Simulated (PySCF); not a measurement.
## Electronic absorption of C6H4F3N

C6H4F3N.
Geometry (GFN2-xTB, Å), atoms numbered from 1 in this order:
```xyz
14
C6H4F3N angstrom
C     -1.5947   -0.6294    0.3017
C     -0.4380    0.2589   -0.1703
C      0.8362   -0.4099   -0.0235
C      1.8913   -0.9737    0.1321
C      3.0828   -1.6220    0.2766
N      4.0837   -2.1711    0.3960
C     -0.4153    1.5619    0.6366
F      0.5543    2.3918    0.2293
F     -0.2289    1.3537    1.9444
F     -1.5698    2.2325    0.5124
H     -1.4661   -0.8911    1.3498
H     -2.5387   -0.1030    0.1811
H     -1.6202   -1.5423   -0.2873
H     -0.5774    0.5432   -1.2212
```

Computed with TDDFT CAM-B3LYP/def2-SVPD, vertical, gas phase, core orbitals frozen in the response (PySCF 2.14.0, density-fitted response routines).

Task: List the vertical singlet excitations with oscillator strengths and describe the spectrum.

Result: 

```
state  E (eV)  λ (nm)  ν̃ (cm⁻¹)       f  |μ| (D)   main configurations (H = HOMO, L = LUMO)
   S1    5.19   239.0      41850  0.0001     0.07                   H→L (79%), H-1→L+1 (18%)
   S2    5.45   227.7      43920  0.0005     0.15                   H-1→L (49%), H→L+1 (47%)
   S3    5.48   226.3      44200  0.0007     0.18                   H-1→L+1 (78%), H→L (18%)
   S4    7.83   158.3      63170  0.0000     0.03  H-4→L (50%), H-3→L+1 (12%), H-6→L+1 (10%)
   S5    8.07   153.7      65060   0.066     1.47                   H→L+2 (78%), H→L+3 (10%)
   S6    8.14   152.2      65680  0.0083     0.52                H-1→L+2 (69%), H-1→L+3 (8%)
   S7    8.18   151.6      65950  0.0041     0.37    H-4→L+1 (33%), H-3→L (19%), H-6→L (12%)
   S8    8.19   151.3      66090  0.0019     0.24  H-4→L (20%), H-3→L+1 (20%), H-6→L+1 (14%)
```

Triplets, Tamm–Dancoff:

```json
{"state": "T1", "E (eV)": "4.27", "λ (nm)": "290.4", "main configurations (H = HOMO, L = LUMO)": "H-1→L (52%), H→L+1 (42%)"}
{"state": "T2", "E (eV)": "4.69", "λ (nm)": "264.5", "main configurations (H = HOMO, L = LUMO)": "H→L (61%), H-1→L+1 (33%)"}
{"state": "T3", "E (eV)": "4.70", "λ (nm)": "263.7", "main configurations (H = HOMO, L = LUMO)": "H→L+1 (51%), H-1→L (42%)"}
```

The lowest singlet comes at 239 nm (501 kJ/mol) in the ultraviolet; it is dark (f under 0.0005); its leading configuration is HOMO→LUMO (79%). The most intense listed level is S5 at 8.07 eV (154 nm, f = 0.066), 2.88 eV above S1. Löwdin shares by element: HOMO carbon 68% or more, nitrogen 21%; LUMO carbon 63% or more, nitrogen 22%. The oscillator strengths of these states sum to 0.081; summed over the whole spectrum of an exact calculation they would give the number of electrons, 74 (Thomas–Reiche–Kuhn). Orbital energies (eV): HOMO-3 -12.74, HOMO-2 -12.53, HOMO-1 -10.20, HOMO -10.14, LUMO -0.51, LUMO+1 -0.41, LUMO+2 0.83. Of the 8 states listed, 1 reaches f = 0.01 and 3 stay under 0.0005. Singlets were solved by full linear response, triplets in the Tamm–Dancoff approximation.
